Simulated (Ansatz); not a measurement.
Ca2F4, relaxed as a singlet with RKS PBE-D4/def2-SVP in Ansatz, starting from the GFN1-xTB geometry. Force threshold 0.02 eV/Å.

The structure comes from a short search, and lower isomers may exist.

Start:

```xyz
6

Ca   -0.765   -0.212    1.293
Ca    0.868    0.238   -1.316
F     0.870   -0.980    0.325
F    -0.718    1.041   -0.317
F     0.693   -0.414   -3.063
F    -0.948    0.327    3.077
```

**Question.** Estimate the energy that the relaxation releases and the steps that it takes.

**Answer.** 0.57 eV, in 11 steps; 11 s on 4 threads of Arm Neoverse V2 on a shared host. The force fell under the threshold at step 7, but the optimiser went on. No frequencies were taken in this run, so the end may be a saddle point.

**Question.** Does the start keep its bonding?

**Answer.** By distances, no bond broke or formed. The bond that changes most is Ca2–F4, from 2.04 to 2.17 Å (atoms count from 1).

**Question.** Predict the relaxed structure.

**Answer.** 
| atom | x (Å) | y (Å) | z (Å) |
| --- | --- | --- | --- |
| Ca1 | -0.531 | 0.103 | 1.588 |
| Ca2 | 0.529 | -0.105 | -1.588 |
| F3 | 0.820 | -1.050 | 0.343 |
| F4 | -0.822 | 1.048 | -0.343 |
| F5 | 1.126 | -0.252 | -3.468 |
| F6 | -1.121 | 0.256 | 3.469 |
Bond lengths (bridged metal pairs left out): 6 × Ca–F 1.98 to 2.17 Å.
